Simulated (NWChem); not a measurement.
## Atomisation of CBrF2

```
C
F 1 1.3163
F 1 1.3163 2 110.57
Br 1 1.9205 2 114.06 3 -130.12
```
Charge 0, spin multiplicity 2.

All runs are NWChem calculations. The geometry was optimised at UB3LYP/def2-SVP, a minimum by its harmonic frequencies.

Basis set: def2-TZVP. The atomisation energy is electronic alone: no zero-point, thermal, spin-orbit or counterpoise terms. No value is extrapolated to the basis-set limit. Free atoms are single determinants with multiplicities F 2, C 3, Br 2. Correlated methods freeze the same cores in atoms and molecule, 12 orbitals in all.

Costs are rough ratios of processor time within this set of runs, SCF included, with B3LYP as 1. Costs are the molecule's.

The Hamiltonian is non-relativistic. B3LYP has NWChem's definition, with VWN1-RPA local correlation. The structure started from a generated list of species. The unpaired electrons of the parent sit in orbitals of symmetry a' (Cs labels of the run); other states weren't searched. No SCF solution was tested for a lower state. Open-shell Hartree-Fock references start from PBE0 orbitals; any time given for them includes that run.

| method | atomisation energy (kcal/mol) | relative cost |
|---|---|---|
| B3LYP | (withheld) | 1 |
| PBE0 | (withheld) | under 3 |
| PBE | 322.4 | under 3 |
| BLYP | 301.5 | under 3 |
| BHandHLYP | 269.4 | under 3 |
| TPSS | 304.2 | under 3 |
| HF | (withheld) | 3 |
| MP2 | (withheld) | 5 |

Q: What belongs in the gaps?

A: 
- B3LYP, atomisation energy (kcal/mol): 293.2
- PBE0, atomisation energy (kcal/mol): 302.6
- HF, atomisation energy (kcal/mol): 181.5
- MP2, atomisation energy (kcal/mol): 303.7
